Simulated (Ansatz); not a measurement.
Two isomers of C2H7FOSi: A = `C[SiH2]C(O)F`, B = `CO[SiH](C)F`.

Calculated with Ansatz (gas phase, PBE0-D4/def2-TZVP geometries, no zero-point term in ΔE). CCSD(T)/CBS adds triple-zeta CCSD(T) − MP2 to the extrapolated MP2 energy (def2 sets, frozen cores). DFT in def2-TZVPP. B3LYP here is the variant with VWN-RPA as its local correlation; programs differ in this. Each species was taken in one conformer, which may not be the lowest.

A:

```xyz
12

C     0.105   -1.623   -0.638
Si    0.174   -0.464    0.818
C    -0.302    1.300    0.249
O     0.537    1.679   -0.778
F    -1.627    1.276   -0.209
H     0.795   -1.292   -1.416
H     0.374   -2.640   -0.345
H    -0.903   -1.640   -1.059
H     1.538   -0.389    1.409
H    -0.786   -0.850    1.886
H    -0.301    2.034    1.067
H     0.396    2.609   -0.983
```

B:

Z-matrix (Å, degrees):
```
C
O 1 1.411
H 1 1.094 2 110.9
H 1 1.091 2 108.3 3 119.3
H 1 1.096 2 111.6 3 -121.3
Si 2 1.628 1 124.7 3 78.1
F 6 1.602 2 109.7 1 -65.8
C 6 1.843 2 108.2 1 175.0
H 6 1.486 2 109.8 1 49.4
H 8 1.092 6 110.5 2 57.7
H 8 1.092 6 110.7 2 177.7
H 8 1.092 6 110.5 2 -62.2
```

(1) Which isomer does CCSD(T)/CBS put lower? Give the gap. (An estimate is asked.)

(2) Give E(B) − E(A) in kcal/mol with r2SCAN-D4, CCSD(T)/def2-TZVPP, PBE0-D4, MP2/def2-TZVPP, B3LYP, B2PLYP, ωB97M-V. (An estimate is asked.)

Largest T1 diagnostic: 0.012.

Results:

(1) Ansatz gave: B, by 78.1 kcal/mol.

(2) Computed: r2SCAN-D4 -75.7, CCSD(T)/def2-TZVPP -77.1, PBE0-D4 -73.1, MP2/def2-TZVPP -80.0, B3LYP -76.1, B2PLYP -77.9, ωB97M-V -75.7. None reverses the order clearly.

In def2-TZVPP, CCSD(T) changes the Hartree–Fock value by +4.7 kcal/mol (the triples alone add +1.0 kcal/mol) and MP2 by +1.8 kcal/mol. From PBE to PBE0 (25 % exact exchange), in def2-TZVPP and without D4, E(B) − E(A) moves by −3.0 kcal/mol.
